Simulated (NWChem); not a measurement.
System meant: MoNH3S2O; SMILES [SH][Mo](=[O])([NH2])=[S]

The following NWChem deck was run.

```
start job
memory heap 200 mb stack 900 mb global 1100 mb
geometry units angstroms noautoz
  Mo     0.241969    -0.089468     0.077989
  O      1.163822    -0.052310     1.467604
  S     -1.216328    -1.622338     0.077636
  N      1.420853    -0.297409    -1.411481
  H      2.425634    -0.147326    -1.349290
  H      1.159509    -0.702377    -2.307581
  S     -0.996679     1.889725    -0.091589
  H      0.035874     2.680108     0.292017
end
basis spherical
  * library def2-svp
end
ecp
  Mo library def2-ecp
end
dft
  odft
  mult 2
  xc xpbe96 cpbe96
  iterations 150
  mulliken
end
task dft energy
```

End of the output:

```
 Summary of "ao basis" -> "" (spherical)
 ------------------------------------------------------------------------------
       Tag                 Description            Shells   Functions and Types
 ---------------- ------------------------------  ------  ---------------------
 *                          def2-svp                  on all atoms

 Summary of "ao basis" -> "ao basis" (spherical)
 ------------------------------------------------------------------------------
       Tag                 Description            Shells   Functions and Types
 ---------------- ------------------------------  ------  ---------------------
 Mo                         def2-svp                11       31   5s3p2d1f
 O                          def2-svp                 6       14   3s2p1d
 S                          def2-svp                 8       18   4s3p1d
 N                          def2-svp                 6       14   3s2p1d
 H                          def2-svp                 3        5   2s1p

 Summary of "ao basis" -> "ao basis" (spherical)
 ------------------------------------------------------------------------------
       Tag                 Description            Shells   Functions and Types
 ---------------- ------------------------------  ------  ---------------------
 Mo                         def2-svp                11       31   5s3p2d1f
 O                          def2-svp                 6       14   3s2p1d
 S                          def2-svp                 8       18   4s3p1d
 N                          def2-svp                 6       14   3s2p1d
 H                          def2-svp                 3        5   2s1p

  number of electrons :                   64
  multiplicity        :                    2
 ------------------------------------------------------------------------
  no. of electrons and multiplicity not compatible                  64
 ------------------------------------------------------------------------
 ------------------------------------------------------------------------
  current input line :
    26: task dft energy
 ------------------------------------------------------------------------
 ------------------------------------------------------------------------
 There is an error in the input file
 ------------------------------------------------------------------------
 For more information see the NWChem manual at https://nwchemgit.github.io

0: no. of electrons and multiplicity not compatible:Received an Error in Communication
```

### Question
Find the fault in this run and fix the input.

### Answer
The input was rejected before any calculation. Cause: the multiplicity doesn't fit the number of electrons (an even count wants an odd multiplicity, and the reverse). This input runs:
```
start job
memory heap 200 mb stack 900 mb global 1100 mb
geometry units angstroms noautoz
  Mo     0.241969    -0.089468     0.077989
  O      1.163822    -0.052310     1.467604
  S     -1.216328    -1.622338     0.077636
  N      1.420853    -0.297409    -1.411481
  H      2.425634    -0.147326    -1.349290
  H      1.159509    -0.702377    -2.307581
  S     -0.996679     1.889725    -0.091589
  H      0.035874     2.680108     0.292017
end
basis spherical
  Mo library def2-svp
  O library def2-svp
  S library def2-svp
  N library def2-svp
  H library def2-svp
end
ecp
  Mo library def2-ecp
end
dft
  xc xpbe96 cpbe96
  iterations 150
  mulliken
end
task dft energy
```
It converges to -995.73800 Ha (PBE/def2-SVP with def2 effective core potentials on Mo).
